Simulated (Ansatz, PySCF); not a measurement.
CH₂FNOSi, SMILES N#CO[SiH2]F. Atoms are numbered in the order given.

```xyz
7

N      2.6297    -0.2355    -0.1313
C      1.5673    -0.0748     0.3037
O      0.3961     0.1068     0.8113
Si    -1.0868    -0.3030     0.0878
F     -1.4191     0.8134    -1.0260
H     -2.0633    -0.2242     1.1857
H     -0.9301    -1.6125    -0.5738
```
Charge 0, spin multiplicity 1.

Coordinates come from a ωB97X-D3(BJ)/def2-SVP optimisation. This is a generated structure with no PubChem entry under its InChIKey; it may be hypothetical. Other conformers were not sampled.

Vertical ionisation energy (IE) and electron affinity (EA) in eV. Rows of orbital energies are one-electron estimates. Where ΔSCF, EOM or ADC give a negative EA the extra electron is unbound and the value depends on the basis.

```csv
level,IE,EA
"−ε(HOMO), −ε(LUMO), r2SCAN/def2-TZVP (PySCF)",7.93,1.08
"−ε(HOMO), −ε(LUMO), PBE/def2-TZVP (PySCF)",7.63,1.50
"ΔSCF, PBE0/def2-SVPD (Ansatz), final states of multiplicity 2 and 2",11.73,-0.90
"ΔSCF, PBE/def2-SVPD (Ansatz), final states of multiplicity 2 and 2",11.40,-0.75
```

Task: What vertical singlet–triplet gap does ΔSCF give with PBE0/def2-SVPD (Ansatz, a program for electronic structure) and with PBE/def2-SVPD (Ansatz)? (Estimate from the structure and the level; the computed values follow.)

Result: 6.75 and 6.65 eV (triplet above singlet where positive).
